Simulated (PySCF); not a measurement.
**`InChI=1S/C8H8/c1-2-8-6-4-3-5-7-8/h1,3-4,6H,5,7H2`**

Geometry (Å), atoms numbered from 1 in this order:
```xyz
16

C     3.421   -0.117    0.230
C     2.233    0.035    0.129
C     0.838    0.176    0.010
C     0.205    1.328    0.292
C    -1.227    1.433    0.140
C    -1.979    0.339    0.004
C    -1.356   -1.026    0.040
C     0.060   -0.998   -0.532
H     4.459   -0.237    0.321
H     0.756    2.193    0.632
H    -1.667    2.419    0.160
H    -3.054    0.398   -0.074
H    -1.328   -1.363    1.085
H    -1.966   -1.740   -0.516
H     0.018   -0.898   -1.624
H     0.578   -1.932   -0.308
```

Method used: GIAO B3LYP/pcSseg-1 magnetisability, rotational g tensor and spin-rotation constants, non-relativistic, gas phase in PySCF 2.14.0. Geometry: GFN2-xTB.

(1) Give the nuclear spin-rotation constants along the inertial axes (H = +C I·J) beside the isotropic shieldings.

(2) How do the rotational constants and the g tensor change when H9, H10, H11, H12, H13, H14, H15, H16 are replaced by deuterium?

## Answers

(1) Rotational constants 5.0532, 1.4966, 1.1912 GHz. A star marks the isotopologue with that one atom substituted, in its own axes.
| atom | isotope | Caa (kHz) | Cbb (kHz) | Ccc (kHz) | mean (kHz) | σ (ppm) |
| --- | --- | --- | --- | --- | --- | --- |
| H9 | 1H | 0.211 | -0.174 | -0.139 | -0.034 | 28.9 |
| H10 | 1H | -0.229 | 0.083 | -0.137 | -0.095 | 25.2 |
| H11 | 1H | -0.244 | 0.075 | -0.135 | -0.101 | 25.6 |
| H12 | 1H | 0.544 | -0.162 | -0.136 | 0.082 | 25.7 |
| H13 | 1H | -0.542 | -0.156 | 0.038 | -0.220 | 29.4 |
| H14 | 1H | -0.369 | -0.019 | -0.117 | -0.168 | 29.7 |
| H15 | 1H | -0.545 | -0.158 | 0.042 | -0.220 | 29.4 |
| H16 | 1H | -0.372 | -0.009 | -0.123 | -0.168 | 29.6 |
| C1 | 13C* | 0.713 | 0.457 | 0.375 | 0.515 | 93.1 |
| C2 | 13C* | -0.054 | 0.577 | 0.474 | 0.333 | 92.1 |
| C3 | 13C* | 2.288 | 0.510 | 0.175 | 0.991 | 56.6 |
| C4 | 13C* | 2.310 | 0.604 | 0.178 | 1.030 | 40.5 |
| C5 | 13C* | 2.181 | 0.593 | 0.167 | 0.981 | 49.0 |
| C6 | 13C* | 2.414 | 0.544 | 0.175 | 1.044 | 45.2 |
| C7 | 13C* | 0.886 | 0.254 | 0.171 | 0.437 | 154.4 |
| C8 | 13C* | 0.883 | 0.257 | 0.193 | 0.445 | 150.4 |

For the geometry as given, no vibrational averaging.

(2) Constants 4.0231, 1.3237, 1.0402 GHz; g -0.0396, -0.0126, -0.0022, against -0.0497, -0.0142, -0.0025 before.
